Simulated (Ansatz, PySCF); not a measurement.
Complex: HCl (SMILES Cl) (first 2 atoms) with CH3F (SMILES CF); geometry from B3LYP-D3(BJ)/def2-TZVP, rigid monomers moved along the line of their centres of mass till H2···F4 is 2.71 Å.
(charge 0, multiplicity 1):
| atom | x (Å) | y (Å) | z (Å) |
|---|---|---|---|
| Cl | 0.1652 | 0.0521 | -0.1361 |
| H | 0.2154 | 0.5086 | 1.0704 |
| C | -0.5728 | -0.5457 | 4.2968 |
| F | -0.0334 | 0.6344 | 3.7647 |
| H | 0.1436 | -0.9551 | 5.0075 |
| H | -1.5098 | -0.2966 | 4.7927 |
| H | -0.7447 | -1.2437 | 3.4783 |

Counterpoise-corrected where a basis set is named; no monomer relaxation. Rows marked so take none.

Rows in 6-31G*, STO-3G carry no dispersion term and start afresh at each structure (6-31G* with six Cartesian d functions).

Programs: Ansatz (Gaussian basis) for Hartree–Fock, density functionals and correlated methods; PySCF for 6-31G* rows, STO-3G rows, the dispersion terms. Each number belongs to the level named beside it.

Q: One of these levels gives -1.86 kcal/mol for the interaction energy. Which one is it?
A) B3LYP-D3(BJ)/def2-TZVPPD
B) HF/6-31G*
C) HF/STO-3G (no counterpoise)

A: B, HF/6-31G*. The others give -1.14 (HF/STO-3G (no counterpoise)), -2.17 (B3LYP-D3(BJ)/def2-TZVPPD)

Ansatz is an electronic-structure program.
